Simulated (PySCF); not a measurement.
# Radial density of Co²⁺ (cobalt, charge +2)

LDA, [Ar] 3d7, high-spin 4F determinant. Calculation: PySCF 2.14, in x2c-SVPall; the spin-free X2C one-electron Hamiltonian (Gaussian nucleus).

```tsv
r (bohr)	4πr²ρ (e/bohr)	4πr²(ρα − ρβ)
0.000874	0.1669	0.0000
0.00147	0.4545	0.0000
0.00247	1.175	0.0000
0.00416	2.819	0.0000
0.00699	6.483	0.0001
0.0118	13.52	0.0001
0.0198	23.93	0.0002
0.0333	32.15	0.0004
0.0560	29.65	0.0013
0.0942	25.85	0.0144
0.158	35.88	0.1398
0.266	26.58	0.7442
0.448	14.51	2.2392
0.754	17.89	2.9038
1.27	6.212	1.4520
2.13	0.7384	0.2382
3.59	0.02593	0.0069
6.03	0.0001662	0.0000
```

Densities and radii are taken from the X2C orbitals without a picture-change correction, which distorts them close to the nucleus.
